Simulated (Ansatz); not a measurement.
Several settings on one geometry of CaO₂H₂ (the lowest singlet isomer of a short search) (that of the charge 0 singlet, PBE0-D4/def2-TZVP). Ansatz on 4 threads of Intel Xeon 6975P-C on a shared host; times are rough.

Cartesian coordinates in Å:
```
Ca -0.1802 -0.1046 -0.0276
O 1.0234 -1.7055 -0.3382
O -1.0505 1.6897 0.3341
H -1.4178 2.5509 0.5092
H 1.6251 -2.4305 -0.4774
```

Totals from different functionals, basis sets or treatments of relativity can't be compared as stabilities.

The 6-31G sets use Cartesian d functions. LC-ωPBE has ω = 0.4 bohr⁻¹.

The spins typed aren't always the lowest for that charge.

(1) Give the basis size and estimate the energy, ⟨S²⟩ and time of these runs.

```csv
run,method,charge,state,further keys
1,ROKS LC-ωPBE/6-31G,-1,doublet,nuclear_model: gaussian; scf: {lower_state_search: light}; forces asked
2,RKS BLYP/def2-TZVPP,0,singlet,fitting: {mean_field: def2-universal-jkfit}; scf: {lower_state_search: off}
3,UKS BHLYP/6-31G,0,singlet,forces asked
```

Results:

(1) 
| run | functions | energy (Eh) | ⟨S²⟩ | wall time |
| --- | --- | --- | --- | --- |
| 1 | 51 | -828.9971 | – | 0.85 s |
| 2 | 126 | -829.4035 | – | 0.25 s |
| 3 | 51 | -829.1890 | 0.00 | 0.5 s |

The highest occupied level of an anion often lies above zero with these methods, and sets without diffuse functions describe the outer electron poorly.
